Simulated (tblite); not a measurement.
Species: C6H7BF2.
Atom-mapped SMILES: `[CH:1]#[C:2][C@@H:3]1[BH:4][CH2:5][C@@H:6]([F:7])[C@@H:8]1[F:9]` (hydrogens: H10 on C1; H11 on C3; H12 on B4; H13, H14 on C5; H15 on C6; H16 on C8)

Computed with GFN2-xTB (tblite), gas phase: L-BFGS steps from a force-field or distance-geometry start until the largest atomic force falls under 0.01 eV/Å.

The end geometry, which sets the zero of energy:
```
atom  x, y, z in Å
C1      2.7813   -0.1973    0.2510
C2      1.7024    0.0033    0.7310
C3      0.3745    0.2420    1.2833
B4     -0.2813   -1.1719    1.0196
C5     -1.1498   -1.0257   -0.2815
C6     -0.8813    0.3877   -0.8121
F7     -2.0227    0.9340   -1.3631
C8     -0.4065    1.2175    0.3875
F9      0.3575    2.2902   -0.0113
H10     3.7425   -0.3408   -0.1441
H11     0.4877    0.6266    2.2980
H12    -0.1075   -2.1364    1.6467
H13    -2.2099   -1.0824   -0.0129
H14    -1.0045   -1.7794   -1.0550
H15    -0.1196    0.4052   -1.5996
H16    -1.2703    1.6362    0.9184
```

**Question.** These geometries come from the run, each turned onto the end geometry. Order them by energy, lowest first.
A.
```
atom  x, y, z in Å
C1      2.8097   -0.3064    0.4224
C2      1.7116   -0.0045    0.8140
C3      0.3544    0.2894    1.2774
B4     -0.2278   -1.1432    0.9748
C5     -1.0928   -1.0383   -0.3354
C6     -1.0490    0.4289   -0.7860
F7     -2.3318    0.9110   -1.0183
C8     -0.3701    1.2600    0.3278
F9      0.4985    2.1782   -0.2283
H10     3.7888   -0.5271    0.0947
H11     0.4182    0.6882    2.2947
H12     0.0377   -2.1261    1.5388
H13    -2.1316   -1.3080   -0.1132
H14    -0.7870   -1.7037   -1.1495
H15    -0.5143    0.5591   -1.7345
H16    -1.1221    1.8513    0.8764
```
B.
```
atom  x, y, z in Å
C1      3.1288    0.1766    0.8421
C2      1.9376    0.0948    0.9148
C3      0.4928    0.0471    1.0209
B4     -0.1885   -1.3396    0.6612
C5     -1.4676   -1.0014   -0.1838
C6     -1.1676    0.3625   -0.8115
F7     -2.3164    1.1011   -1.0039
C8     -0.2037    1.1078    0.1255
F9      0.7017    1.8244   -0.6208
H10     4.1720    0.2484    0.7924
H11     0.2700    0.2800    2.0711
H12     0.2015   -2.3953    0.9626
H13    -2.3170   -0.8747    0.4986
H14    -1.7890   -1.7307   -0.9250
H15    -0.7106    0.2577   -1.8017
H16    -0.7515    1.8501    0.7133
```
C.
```
atom  x, y, z in Å
C1      3.1234    0.1811    0.8507
C2      1.9159    0.1379    0.8965
C3      0.4868    0.0520    0.9811
B4     -0.0861   -1.3453    0.4434
C5     -1.5000   -0.9325   -0.1399
C6     -1.1297    0.3597   -0.8484
F7     -2.2722    1.1226   -1.0079
C8     -0.1936    1.0757    0.1200
F9      0.7032    1.8279   -0.6290
H10     4.1814    0.2440    0.8165
H11     0.1201    0.1983    2.0259
H12     0.1822   -2.3742    0.9874
H13    -2.2387   -0.7935    0.6823
H14    -1.8247   -1.7156   -0.8565
H15    -0.6700    0.1978   -1.8407
H16    -0.8055    1.7729    0.7747
```
D.
```
atom  x, y, z in Å
C1      2.7019   -0.3156    0.2282
C2      1.6642    0.0015    0.7393
C3      0.3547    0.2962    1.3097
B4     -0.2390   -1.1385    1.0302
C5     -1.0752   -1.0248   -0.2997
C6     -0.8916    0.4118   -0.7987
F7     -2.0610    0.8934   -1.3359
C8     -0.4409    1.2494    0.4060
F9      0.3144    2.3212   -0.0092
H10     3.6481   -0.5254   -0.1724
H11     0.4904    0.6964    2.3141
H12    -0.0471   -2.1010    1.6554
H13    -2.1390   -1.1612   -0.0800
H14    -0.8389   -1.7513   -1.0791
H15    -0.1447    0.4896   -1.5922
H16    -1.3040    1.6671    0.9402
```
E.
```
atom  x, y, z in Å
C1      2.6530   -0.3760    0.2607
C2      1.6208   -0.0295    0.7651
C3      0.3239    0.3244    1.3319
B4     -0.2209   -1.1218    1.0364
C5     -1.0115   -1.0327   -0.3220
C6     -0.9283    0.4290   -0.7851
F7     -2.1737    0.8843   -1.1753
C8     -0.4214    1.2770    0.3928
F9      0.3872    2.3043   -0.0522
H10     3.5764   -0.6351   -0.1640
H11     0.4500    0.7362    2.3313
H12     0.0015   -2.0786    1.6596
H13    -2.0658   -1.2817   -0.1675
H14    -0.6610   -1.7098   -1.1020
H15    -0.2664    0.5631   -1.6481
H16    -1.2714    1.7557    0.8943
```

**Answer.** D (0.011 eV), E (0.025 eV), A (0.052 eV), B (0.093 eV), C (0.642 eV).

In the order of the answer:

```csv
step,E above end (eV),largest force (eV/Å),rms force component (eV/Å),rms distance from end (Å),rms bond change (Å),bond most changed (Å)
103,0.011,0.23,0.056,0.098,0.002,C6–F7 -0.006
95,0.025,0.07,0.023,0.191,0.003,C3–B4 -0.007
81,0.052,0.47,0.123,0.241,0.006,C6–C8 +0.013
25,0.093,0.09,0.035,0.624,0.005,C3–C8 +0.016
0,0.642,2.42,0.735,0.657,0.021,C8–H16 +0.038
```

The cost below is that of the whole relaxation. On one thread, Arm Neoverse V1 (aarch64), no GPU (shared host), this took 0.82 s wall.
